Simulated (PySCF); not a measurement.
Species: TMS-CHF2, C4H10F2Si.
SMILES: `C[Si](C)(C)C(F)F`

Computed, not measured: PBE0-D3(BJ)/def2-SVP geometry optimisation, gas phase in PySCF 2.14.0.

Masses are those of the commonest isotopes; rigid-rotor values at the optimised geometry. 

Problem. Give the principal moments of inertia and the rotational constants in GHz.

Solution. Ia = 210.78, Ib = 313.01, Ic = 359.13 u·Å²; 505379 MHz·u·Å²/I gives 2398, 1615 and 1407 MHz, that is A = 2.3977, B = 1.6146, C = 1.4072 GHz.

Problem. Classify the top.

Solution. An asymmetric top; Ray's κ = -0.581.

Problem. Is it planar, by Δ = Ic − Ia − Ib?

Solution. Not planar: Δ = Ic − Ia − Ib = -164.66 u·Å². For a rigid frame Δ = −2 Σ m c², so Σ m c² = 82.33 u·Å² lies off the ab plane: 25.19 from hydrogen and 57.14 from heavier atoms. The atom farthest from that plane is 2.31 Å away.

Problem. Which types of transition are allowed, and where do some lines up to J = 5 fall?

Solution. The dipole components are |μa| = 2.16 D, |μb| = 0.00 D, |μc| = 0.76 D; the mirror of this Cs structure is the ac plane, so μb vanishes by symmetry and there are no b-type lines. The squared components, which scale the intensities, stand as 1.00 : 0.12 (a : c). Some lines, for components of 0.1 D or more:

```csv
type,branch,"J(Ka,Kc)",MHz,lower level (cm⁻¹)
c,Q,"3(1,3) ← 3(0,3)",417,0.599
a,Q,"4(2,2) ← 4(2,3)",482,1.125
c,Q,"2(1,2) ← 2(0,2)",612,0.301
a,Q,"5(2,3) ← 5(2,4)",1005,1.627
a,Q,"4(1,3) ← 4(1,4)",2046,1.000
c,Q,"3(2,2) ← 3(1,2)",2063,0.654
c,Q,"3(3,1) ← 3(2,1)",4282,0.729
c,Q,"5(4,2) ← 5(3,2)",6040,1.787
c,R,"2(2,0) ← 1(1,0)",8636,0.134
a,R,"3(0,3) ← 2(0,2)",8928,0.301
a,R,"3(2,1) ← 2(2,0)",9203,0.422
a,R,"3(1,2) ← 2(1,1)",9352,0.342
a,R,"4(1,4) ← 3(1,3)",11611,0.613
a,R,"4(0,4) ← 3(0,3)",11778,0.599
a,R,"4(1,3) ← 3(1,2)",12417,0.654
a,R,"5(1,5) ← 4(1,4)",14469,1.000
a,R,"5(4,1) ← 4(4,0)",15192,1.482
a,R,"5(3,3) ← 4(3,2)",15197,1.277
a,R,"5(2,3) ← 4(2,2)",15552,1.141
c,R,"4(3,1) ← 3(2,1)",16458,0.729
c,R,"5(1,4) ← 4(0,4)",17723,0.992
c,R,"4(4,1) ← 3(3,1)",18302,0.872
c,R,"5(3,3) ← 4(2,3)",19742,1.125
c,R,"5(5,0) ← 4(4,0)",23096,1.482
```

No frequency check. No vibrational averaging or centrifugal distortion is included, and the geometry carries the error of its method. A rigid rotor knows nothing of internal rotation, which can split or shift real lines.

Conformer computed: `[CH3:1][Si:2]([CH3:3])([CH3:4])[CH:5]([F:6])[F:7]`: C1–Si2–C5–F6 -61°.
